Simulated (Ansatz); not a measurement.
Reaction (cleavage of the Sn–Al bond): `[CH3][AlH][SnH3]` + `O[SiH3]` → `[SiH3][O][SnH3]` + `[CH3][AlH2]`

Isolated molecules relaxed with PBE0-D4/def2-TZVP in Ansatz; ΔE leaves out vibrations. CBS: MP2 limit from def2 TZ/QZ plus the TZ coupled-cluster correction, frozen cores. This one scheme is used for every species. Functionals use def2-TZVPP. Elements past krypton have def2 core potentials. For Sn outer-core shells are correlated without core-valence functions, which leaves a few kJ/mol of doubt a bond.

`[CH3][AlH][SnH3]`:

Z-matrix (Å, degrees):
```
C
Al 1 1.951
H 1 1.092 2 113.7
H 1 1.096 2 110.1 3 121.4
H 1 1.096 2 110.3 3 -121.7
Sn 2 2.662 1 122.1 3 -1.5
H 2 1.592 1 119.4 3 178.6
H 6 1.714 2 112.5 1 -119.8
H 6 1.714 2 112.5 1 121.1
H 6 1.714 2 113.7 1 0.6
```

`O[SiH3]`:

Z-matrix (Å, degrees):
```
Si
O 1 1.648
H 1 1.489 2 111.7
H 1 1.489 2 111.7 3 120.9
H 1 1.481 2 105.9 3 -119.6
H 2 0.957 1 117.9 3 -60.5
```

`[SiH3][O][SnH3]`:

Z-matrix (Å, degrees):
```
Si
O 1 1.627
H 1 1.486 2 109.0
H 1 1.492 2 111.4 3 120.0
H 1 1.492 2 111.4 3 -120.0
Sn 2 1.963 1 136.6 3 180.0
H 6 1.699 2 103.7 1 179.7
H 6 1.705 2 106.7 1 59.8
H 6 1.705 2 106.7 1 -60.4
```

`[CH3][AlH2]`:

```xyz
7

C     0.103    0.887   -0.069
Al   -0.153   -1.041    0.078
H    -0.429    1.442    0.707
H     1.167    1.125    0.047
H    -0.200    1.276   -1.045
H    -0.439   -1.716    1.489
H    -0.049   -1.972   -1.208
```

CCSD(T)/CBS gives +12.2 kJ/mol.

Task: Another level gave +12.4 kJ/mol. Which?
A. RPA@PBE/def2-TZVPP
B. revPBE-D4/def2-TZVPP
C. CCSD(T)/def2-TZVPP
D. HF/def2-TZVPP

Result: C. CCSD(T)/def2-TZVPP 12.4, HF/def2-TZVPP -3.5, RPA@PBE/def2-TZVPP 5.9, revPBE-D4 21.5 kJ/mol.

Largest T1 diagnostic among the species: 0.013.

The D4 term adds −3.1 kJ/mol with B3LYP and −1.5 kJ/mol with PBE0; it sums over pairs of atoms, weighted by their polarisabilities, and B3LYP, whose exchange is more repulsive, gets the larger term. From r2SCAN to r2SCAN0 (25 % exact exchange), in def2-TZVPP and without D4, ΔE moves by +3.2 kJ/mol. In def2-TZVPP, CCSD(T) changes the Hartree–Fock value by +15.9 kJ/mol (the triples alone add +0.5 kJ/mol) and MP2 by +14.9 kJ/mol.

B3LYP here is the variant with VWN-RPA as its local correlation; programs differ in this.
